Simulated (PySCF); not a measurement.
BiFH2O2. Atoms are numbered in the order given.

```xyz
6

Bi     0.2754    -0.0381     0.0000
F     -0.6631     1.7838     0.0000
O     -0.8387    -0.7573    -1.6112
H     -1.7364    -0.3895    -1.6241
O     -0.8387    -0.7573     1.6112
H     -1.7364    -0.3895     1.6241
```

The structure is a stationary point at B3LYP-D3(BJ)/def2-SVP. The geometry has at least one imaginary mode, so it is a saddle point at that level. The def2 effective core potentials stand for the cores of Bi; spin–orbit coupling is left out. Other conformers were not sampled.

Computed with B3LYP-D3(BJ)/def2-SVP in PySCF.

Frequencies are harmonic and unscaled.

Give all harmonic wavenumbers and intensities. (The exact figures need the calculation; the answer reports its results.)


```
mode  ν (cm⁻¹)  IR (km/mol)  Raman (Å⁴/amu)  depolarisation  moving atoms (share of kinetic energy)
----  --------  -----------  --------------  --------------  --------------------------------------
1         100i         18.0             3.5            0.75                  H 72 %, F 15 %, O 11 %
2          140         19.0             3.5            0.75                  O 42 %, F 31 %, H 22 %
3          181         24.2             3.4            0.70          O 70 %, Bi 11 %, H 10 %, F 8 %
4          226         65.0             0.5            0.75                  O 36 %, F 35 %, H 26 %
5          287        173.0             3.9            0.73                          H 74 %, O 24 %
6          560         71.5             6.5            0.68                  F 65 %, O 26 %, Bi 8 %
7          563        106.6            10.5            0.75                          O 90 %, Bi 9 %
8          582         38.7            20.8            0.01                          O 66 %, F 27 %
9          781         64.5             1.5            0.75                                  H 93 %
10         831         14.3             0.9            0.29                                  H 91 %
11        3792         27.5            55.0            0.75                                  H 94 %
12        3794         97.3           169.4            0.17                                  H 94 %
```
